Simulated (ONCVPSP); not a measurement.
## Transferability test, ONCV potential for copper

copper (Cu), optimised norm-conserving Vanderbilt (ONCV), made with ONCVPSP 4.0.1 (PBEsol, scalar-relativistic). Core [Ne], reference 3s2 3p6 3d10 (charge +1). Waves: 3s: rc 1.10 bohr, ncon 4, nbas 7, qcut 10.2 1/bohr, 2 projectors, debl 1.4 Ha; 3p: rc 0.70 bohr, ncon 4, nbas 7, qcut 9.8 1/bohr, 2 projectors, debl 1.5 Ha; 3d: rc 1.50 bohr, ncon 4, nbas 9, qcut 9.8 1/bohr, 3 projectors, debl 0.9 Ha. Local part: polynomial inside 0.65 bohr (lpopt 2, dvloc0 0 Ha). Core correction: Teter function fitted to the true core (icmod 2), fcfact 0.2.

In the s channel the program set the typed energies aside and used -4.520, 0.250 Ha. In the p channel the program set the typed energies aside and used -2.962, 0.250 Ha.

Energies are relative to the spin-unpolarised reference configuration 3s2 3p6 3d10; without spin polarisation the order of configurations can differ from experiment.

```
valence configuration  charge  ΔE all-electron (eV)  error AE − PS (meV)
          3s2 3p6 3d8      +3                60.306                 +240
  3s2 3p6 3d9 4s1 4p1       0                -1.241                  +65
```

Question: What are ΔE and the potential's error for 3s2 3p6 3d10 4s1?

Answer: ΔE = -8.106 eV all-electron; the error (AE − PS) is +6.0 meV.

Question: What are ΔE and the potential's error for 3s2 3p6 3d9?

Answer: ΔE = 21.313 eV all-electron; the error (AE − PS) is +26 meV.
